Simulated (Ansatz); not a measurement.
GeMe(OiPr)3 (C10H24GeO3). Charge 0, multiplicity 3. Geometry r2SCAN-D4/def2-SVP, that of the neutral singlet; atoms count from 1.

Cartesian coordinates in Å:
```
Ge -0.8462 -0.3534 -0.6366
C -1.8506 -1.5098 -1.8068
H -2.1027 -2.4517 -1.2991
H -1.2708 -1.7276 -2.7152
H -2.7790 -0.9965 -2.0944
O -0.3020 1.0111 -1.6255
C 0.1867 2.2173 -1.0237
C -0.0487 3.3381 -2.0210
C 1.6545 2.0643 -0.6496
H -0.4001 2.4221 -0.1060
H 0.5024 3.1342 -2.9534
H 0.2915 4.3042 -1.6160
H -1.1187 3.4155 -2.2645
H 1.7906 1.2297 0.0558
H 2.2546 1.8524 -1.5499
H 2.0400 2.9840 -0.1807
O 0.5082 -1.1885 0.1774
C 1.2622 -2.1990 -0.4937
C 2.0339 -2.9579 0.5717
C 2.1744 -1.5883 -1.5502
H 0.5665 -2.9074 -0.9943
H 2.7232 -2.2733 1.0915
H 2.6206 -3.7777 0.1285
H 1.3438 -3.3801 1.3173
H 1.5980 -1.0027 -2.2847
H 2.8986 -0.9065 -1.0763
H 2.7320 -2.3704 -2.0901
O -1.7859 0.3296 0.6975
C -1.6093 -0.0553 2.0675
C -2.9334 0.1983 2.7676
C -0.4570 0.7225 2.6867
H -1.3675 -1.1360 2.1203
H -3.1917 1.2677 2.7035
H -2.8796 -0.0877 3.8299
H -3.7396 -0.3769 2.2878
H 0.4820 0.4915 2.1617
H -0.6509 1.8057 2.6179
H -0.3301 0.4585 3.7492
```

Single mean-field runs in def2-TZVP are fitted with def2-universal-jkfit. At PBE0-D4/def2-TZVP a singlet of charge 0 lies 6.86 eV below the triplet at the same geometry.

Question: Estimate the Mulliken populations of the heavy atoms from the PBE0/def2-TZVP orbitals of Ansatz.

Answer: 
```json
{"atom": "Ge1", "charge (e)": "0.17", "spin (α − β)": "0.58"}
{"atom": "C2", "charge (e)": "0.07", "spin (α − β)": "-0.26"}
{"atom": "O6", "charge (e)": "-0.33", "spin (α − β)": "0.08"}
{"atom": "C7", "charge (e)": "0.09", "spin (α − β)": "0.00"}
{"atom": "C8", "charge (e)": "-0.33", "spin (α − β)": "-0.01"}
{"atom": "C9", "charge (e)": "-0.36", "spin (α − β)": "0.00"}
{"atom": "O17", "charge (e)": "-0.30", "spin (α − β)": "0.12"}
{"atom": "C18", "charge (e)": "0.04", "spin (α − β)": "0.04"}
{"atom": "C19", "charge (e)": "-0.31", "spin (α − β)": "-0.03"}
{"atom": "C20", "charge (e)": "-0.34", "spin (α − β)": "-0.01"}
{"atom": "O28", "charge (e)": "-0.03", "spin (α − β)": "0.47"}
{"atom": "C29", "charge (e)": "0.15", "spin (α − β)": "-0.04"}
{"atom": "C30", "charge (e)": "-0.26", "spin (α − β)": "-0.08"}
{"atom": "C31", "charge (e)": "-0.38", "spin (α − β)": "0.06"}
```
Mulliken values depend strongly on the basis.

Question: Where does the spin sit?

Answer: Summed by element: Ge 0.58, C -0.33, H 1.08, O 0.67, of 2 unpaired in all. Largest on single atoms: Ge1 0.58, O28 0.47, C2 -0.26.

Question: And the Mayer bond orders between heavy atoms (over 0.3)?

Answer: Ge1–O6 0.95 (1.77 Å); Ge1–O17 0.85 (1.79 Å); Ge1–O28 0.55 (1.77 Å); O6–C7 0.95 (1.43 Å); C7–C8 0.99 (1.52 Å); C7–C9 1.00 (1.52 Å); O17–C18 0.96 (1.43 Å); C18–C19 0.99 (1.52 Å); C18–C20 1.01 (1.52 Å); O28–C29 0.97 (1.43 Å); C29–C30 1.01 (1.52 Å); C29–C31 0.96 (1.52 Å).
